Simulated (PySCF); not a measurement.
C2H11BN2.
Z-matrix (Å and degrees, PBE0-D3(BJ)/def2-SVP geometry), rows numbered from 1:
```
C 
C   1  1.5251
B   2  1.6164  1  116.38
N   3  1.4955  2  115.56  1   171.63
N   3  1.6960  2  105.63  1    57.26
H   1  1.1027  2  113.25  3   176.07
H   1  1.1027  2  111.00  3    55.36
H   1  1.1061  2  112.39  3   -64.03
H   2  1.1104  1  109.41  3   125.66
H   2  1.1051  1  108.80  3  -120.47
H   3  1.2377  2  113.39  1   -52.90
H   4  1.0152  3  114.85  2     3.96
H   4  1.0135  3  115.55  2   130.56
H   5  1.0204  3  113.93  2   -63.96
H   5  1.0214  3  109.26  2    58.29
H   5  1.0193  3  107.78  2   174.60
```

Computed with PySCF, PBE0-D3(BJ)/def2-SVP geometry optimisation, gas phase.

Take the most abundant isotopes and a rigid rotor. The values belong to one conformer with, in the numbering `[CH3:1][CH2:2][B@H-:3]([NH2:4])[NH3+:5]`, C1–C2–B3–N4 172°, C2–B3–N4–H 4° and 131°.

(1) Give the principal moments of inertia and the rotational constants in MHz.

(2) Classify the top.

(3) What does the inertial defect say?

(4) Give the other two planar moments, Paa and Pbb, and the rms extents of the mass along the axes.

(5) Where do the levels up to J = 2 lie, in MHz?

(6) Which types of transition are allowed, and where do some lines up to J = 3 fall?

(7) Estimate the classical rotational partition function at 10 K, 50 K and 100 K.

## Answers

(1) Ia = 74.90, Ib = 159.40, Ic = 211.50 u·Å²; 505379 MHz·u·Å²/I gives A = 6748, B = 3171, C = 2389 MHz.

(2) An asymmetric top. Ray's parameter κ = (2B − A − C)/(A − C) = -0.642; −1 is the prolate and +1 the oblate limit.

(3) Not planar: Δ = Ic − Ia − Ib = -22.79 u·Å². For a rigid frame Δ = −2 Σ m c², so Σ m c² = 11.40 u·Å² lies off the ab plane: 8.47 from hydrogen and 2.92 from heavier atoms. The atom farthest from that plane is 1.63 Å away.

(4) Paa = Σ m a² = (Ib + Ic − Ia)/2 = 148.00 and Pbb = Σ m b² = (Ia + Ic − Ib)/2 = 63.50 u·Å². With the mass M = 74.10 u, the rms extents √(P/M) along a, b and c are 1.41, 0.93, 0.39 Å.

(5) Above 0(0,0):
J = 1: 1(0,1) 5560, 1(1,1) 9137, 1(1,0) 9918
J = 2: 2(0,2) 16566, 2(1,2) 19476, 2(1,1) 21820, 2(2,1) 32551, 2(2,0) 32666
Those of J = 1 are B + C, A + C and A + B.

(6) The dipole components are |μa| = 0.67 D, |μb| = 3.24 D, |μc| = 1.24 D. The squared components, which scale the intensities, stand as 0.04 : 1.00 : 0.15 (a : b : c). Some of the stronger lines:

```csv
type,branch,"J(Ka,Kc)",MHz,lower level (cm⁻¹)
c,Q,"2(1,2) ← 2(0,2)",2911,0.553
c,Q,"1(1,1) ← 1(0,1)",3577,0.185
b,Q,"3(1,2) ← 3(0,3)",6790,1.094
b,R,"2(0,2) ← 1(1,1)",7428,0.305
c,Q,"2(2,1) ← 2(1,1)",10732,0.728
b,R,"3(0,3) ← 2(1,2)",13327,0.650
c,R,"2(1,1) ← 1(0,1)",16260,0.185
b,R,"3(1,3) ← 2(0,2)",18352,0.553
b,R,"2(2,1) ← 1(1,0)",22633,0.331
c,R,"2(2,1) ← 1(1,1)",23414,0.305
c,R,"3(3,1) ← 2(2,1)",36586,1.086
b,R,"3(3,0) ← 2(2,1)",36597,1.086
```

(7) Point group C1, symmetry number σ = 1; q = (√π/σ)·√((kT/h)³/(ABC)), k/h = 20836.6 MHz/K: 746 at 10 K, 8340 at 50 K, 23600 at 100 K.

Stationary, but not proved a minimum. Constants of a rigid frame at the computed geometry: no zero-point averaging, no centrifugal distortion. A rigid rotor knows nothing of inversion at nitrogen or internal rotation, which can split or shift real lines. Quadrupole hyperfine structure (11B, 14N) is left out.

On an Arm Neoverse V1 with one thread (shared host), this took 69 s wall and 0.50 GiB of memory at its peak. This is the geometry optimisation.
